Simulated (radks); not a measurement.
The numbers below are computed, except where a source is named.
Valence configurations of Cl (all share [Ne]). Code: a radial shooting solver on a logarithmic mesh with Libxc functionals. Model: scalar-relativistic Kohn-Sham, r2SCAN, spin-polarised, spherical densities, finite nucleus; open shells are filled with parallel spins first; meta-GGA in the generalised Kohn-Sham scheme; Fermi nuclear charge, rms radius 3.3654 fm. Energies are relative to 3s2 3p5; eigenvalues in eV for spin up.

valence      E (eV)  moment (Bohr magnetons)    e(3p)    e(3s)
3s2 3p5       0.000                        1   -9.451  -22.195
3s1.5 3p5.5   6.296                        1   -9.804  -22.663
3s1 3p6      12.562                        1  -10.169  -23.144

NIST lists [Ne] 3s2 3p5 as the ground configuration; this level of theory agrees among the configurations tried. The energies are those of spherical high-spin densities, not of single terms.
